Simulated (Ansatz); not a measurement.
Cost and result for the atomization energy of `[O][Ge]([F])([Cl])[Cl]` radical (5 atoms, 4 bonds).

```xyz
5

O     0.435    0.745    1.581
Ge   -0.034    0.042    0.022
F    -1.467    0.770   -0.563
Cl   -0.432   -2.001    0.322
Cl    1.497    0.444   -1.362
```

The species carries charge 0 and has multiplicity 2. Correlated methods include outer-core shells of Ge, which these sets cover unevenly. Scalar relativity is left out up to krypton. All single points use the PBE0-D4/def2-TZVP geometry. Program: Ansatz. All runs use 4 threads of an Arm Neoverse V1 on a shared host. Times are those of one run each, without the atoms' runs, and a repeat can differ threefold. Electronic energies, without spin–orbit coupling; frozen cores. CCSD(T)/CBS adds CCSD(T) − MP2 in def2-TZVPP to the MP2 limit, and its time is that of the two runs behind it. T1 = 0.012; ⟨S²⟩ of the reference is 0.76. With those shells the extrapolation isn't a true limit. B3LYP takes the VWN-RPA correlation (the form of Gaussian; ORCA's B3LYP/G). HSE06 is the plane-wave form, built on full-range PBE exchange.

CCSD(T)/CBS is a level of theory with its own doubt, some kJ/mol a heavy atom from the limit and from the frozen cores, so smaller differences don't rank the functionals.

| level | functions | wall time | atomization (kJ/mol) | difference from CCSD(T)/CBS | per bond |
| --- | --- | --- | --- | --- | --- |
| PBE-D4/def2-TZVPP (with forces) | 194 | 13 s | 1553.8 | 59.4 | 14.8 |
| BLYP-D4/def2-TZVPP | 194 | 13 s | 1483.6 | -10.8 | -2.7 |
| revPBE-D4/def2-TZVPP | 194 | 14 s | 1489.1 | -5.3 | -1.3 |
| CCSD(T)/def2-SVP | 96 | 19 s | 1338.7 | -155.7 | -38.9 |
| HSE06-D4/def2-TZVPP | 194 | 19 s | 1491.0 | -3.4 | -0.9 |
| CAM-B3LYP-D4/def2-TZVPP | 194 | 19 s | 1476.4 | -18.0 | -4.5 |
| PBE-QIDH/def2-TZVPP | 194 | 22 s | 1485.9 | -8.5 | -2.1 |
| B3LYP-D4/def2-TZVPP (with forces) | 194 | 25 s | 1459.6 | -34.8 | -8.7 |
| ωB97X-V/def2-TZVPP | 194 | 32 s | 1513.1 | 18.7 | 4.7 |
| ωB97M-V/def2-TZVPP (with forces) | 194 | 40 s | 1492.5 | -1.9 | -0.5 |
| MP2/def2-QZVPP | 343 | 72 s | 1558.2 | 63.8 | 15.9 |
| CCSD(T)/def2-TZVPP | 194 | 6.7 min | 1448.8 | -45.6 | -11.4 |
| CCSD(T)/CBS(def2) | – | 7.9 min | 1494.4 | 0.0 | 0.0 |

From r2SCAN to r2SCAN0 (25 % exact exchange), in def2-TZVPP and without D4, the atomization energy moves by −65.3 kJ/mol: exact exchange takes away binding that semilocal exchange gives to molecules. In def2-TZVPP, CCSD(T) changes the Hartree–Fock value by +458.3 kJ/mol (the triples alone add +44.2 kJ/mol) and MP2 by +540.3 kJ/mol; breaking electron pairs costs correlation energy, which Hartree–Fock lacks. At CCSD(T), def2-SVP lies −155.7 kJ/mol from the extrapolated value and def2-TZVPP −45.6 kJ/mol: correlation converges slowly with the basis, and small sets miss more of it in the bonded molecule than in its fragments.

For some Ge, Se and Sn compounds the MP2-based and the directly extrapolated limit differ by 10 to 25 kJ/mol.
